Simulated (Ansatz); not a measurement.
**Question.** Predict a relaxed structure of the cluster Al4P3, charge 0, doublet, at B3LYP-D4/def2-SVP (Ansatz).

**Answer.** 
```xyz
7

Al   -1.780    0.703   -0.662
Al    3.319    0.091    0.447
Al   -0.710   -0.712    1.495
Al    0.982   -0.020   -1.060
P    -2.753    0.067    1.243
P     1.354   -1.285    0.873
P    -0.414    1.157   -2.336
```
 This is one stationary point.

The structure comes from a short search, and lower isomers may exist.
